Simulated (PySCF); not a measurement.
Vertical excitations of a molecule C4H6OSi from TDDFT-PBE/def2-SVPD in PySCF, as energy in eV (oscillator strength): 5.65 (0.306), 5.69 (0.000), 6.12 (0.002), 6.12 (0.010), 6.25 (0.001), 6.52 (0.008), 6.88 (0.003), 6.96 (0.004), 6.96 (0.007), 7.19 (0.006). Lowest triplet (TDA): 3.92 eV. The structure is a stationary point at ωB97X-D3(BJ)/def2-SVP. The values are those of a single conformer.

### Question
Identify the compound among the candidates.
A) [SiH3]c1ccco1
B) C#C[C@H]1OC[SiH2]1
C) C#C[SiH2]CC=O
D) O=C1C=C[SiH2]C1

### Answer
A, [SiH3]c1ccco1
